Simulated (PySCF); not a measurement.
Computed with M06-2X/def2-TZVP // B3LYP-D3(BJ)/def2-SVP (PySCF). Isolated molecules, 0 K electronic values unless said otherwise. One relaxed conformer stands for a flexible species; it need not be the lowest. Delta-SCF ions had no search for a lower state. Excitations are Tamm–Dancoff values on a coarser integration grid. The basis has no diffuse functions, so Rydberg states are missing or too high.

Reference species (SMILES): `c1ccc2c(ccnc2c1)B` (neutral, multiplicity 1).

vertical ionisation energy (Delta-SCF): 8.81 eV
LUMO: -1.90 eV
vertical electron affinity (Delta-SCF): 1.16 eV
T1 excitation (TDA): 3.01 eV

Changed species: `Bc1ccc2cccnc2c1`.

### Question
Predict the effect on the vertical ionisation energy (Delta-SCF), LUMO, vertical electron affinity (Delta-SCF) and T1 excitation (TDA).

### Answer
the vertical ionisation energy (Delta-SCF) rises by 0.05 eV, to 8.86 eV; the LUMO rises by 0.26 eV, to -1.64 eV; the vertical electron affinity (Delta-SCF) decreases by 0.27 eV, to 0.89 eV; the T1 excitation (TDA) goes up by 0.16 eV, to 3.17 eV.
